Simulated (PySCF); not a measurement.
VCl3, SMILES [Cl][V]([Cl])[Cl] (connectivity only; charge and spin as stated), neutral, multiplicity 3. Geometry: r2SCAN-D4/def2-SVP. The spin state was assumed, not searched.

Method: r2SCAN-D4/def2-SVP (PySCF).

Harmonic wavenumbers (cm⁻¹): 83, 95, 114, 358, 465, 508. Rotational constants (GHz): 2.184, 1.917, 1.021; symmetry number 2.

Work out the zero-point energy and the ideal-gas rigid-rotor harmonic-oscillator thermochemistry at 298.15 K and 1 atm.

ZPE = ½ Σ hcν = ½ × 1624 cm⁻¹ = 9.71 kJ/mol. H − E(el) = 27.61 kJ/mol. Entropy in J/(mol K): translation 171.83, rotation 114.36, vibration 54.75, spin 9.13, total 350.07. G − E(el) = -76.76 kJ/mol. Cp = 74.97 J/(mol K). Modes under 150 cm⁻¹ make the vibrational entropy uncertain.
